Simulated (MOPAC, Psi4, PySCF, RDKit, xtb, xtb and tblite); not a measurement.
Two geometries of SMILES [CH2]([GeH3])[SiH3] (CH₈GeSi), relaxed at GFN2-xTB with one dihedral held; other torsions can differ between them too.

Structure A

```
11

Si    -1.6317     0.3446     0.0648
C     -0.1128    -0.7611    -0.2621
Ge    -0.5622    -2.5013    -1.0526
H     -2.8716    -0.3227    -0.3420
H     -1.7006     0.6473     1.4971
H     -1.4870     1.5884    -0.6966
H      0.4268    -0.9368     0.6683
H      0.5822    -0.2515    -0.9291
H     -1.2622    -2.3499    -2.3665
H      0.6613    -3.3354    -1.2988
H     -1.4651    -3.2977    -0.1639
```

Structure B

```
11

Si    -1.6176     0.3608     0.0214
C     -0.1033    -0.7531    -0.2875
Ge     0.8330    -0.3574    -1.9672
H     -2.8314    -0.3724    -0.3476
H     -1.6733     0.6888     1.4497
H     -1.5281     1.6013    -0.7526
H     -0.4045    -1.8002    -0.2875
H      0.6109    -0.6370     0.5279
H      1.3494     1.0468    -1.9889
H      2.0122    -1.2628    -2.1747
H     -0.0569    -0.5160    -3.1597
```

**Question.** Which is lower in energy at the level DF-MP2 (frozen core)/cc-pVTZ // GFN2-xTB run with Psi4, and by how much?

**Answer.** B is lower, by 0.34 kcal/mol (dihedral H4–Si1–C2–Ge3: 0° in A, 100° in B).

E(B) − E(A) in kcal/mol at the other levels, on the same two geometries: GFN2-xTB (xtb and tblite) -0.28; B3LYP/def2-TZVP // GFN2-xTB (Psi4) -0.29; B3LYP-D3(BJ)/def2-TZVP // GFN2-xTB (Psi4) -0.30; PBE/def2-TZVP // GFN2-xTB (Psi4) -0.29; PBE-D3(BJ)/def2-TZVP // GFN2-xTB (Psi4) -0.29; wB97X-D/def2-TZVP // GFN2-xTB (Psi4) -0.29; HF/cc-pVTZ // GFN2-xTB (Psi4) -0.31; UFF // GFN2-xTB (RDKit) -0.53; PM6, restricted, heats of formation // GFN2-xTB (MOPAC) -0.07; PM7, restricted, heats of formation // GFN2-xTB (MOPAC) -0.38; GFN1-xTB // GFN2-xTB (xtb) -0.29; restricted B3LYP/6-31G*, spherical d // GFN2-xTB (PySCF) -0.30; restricted B3LYP/LANL2DZ, with its core potentials past Ne // GFN2-xTB (PySCF) -0.22; restricted Hartree-Fock/STO-3G // GFN2-xTB (PySCF) -0.39; restricted M06-2X/6-31G*, spherical d // GFN2-xTB (PySCF) -0.27.
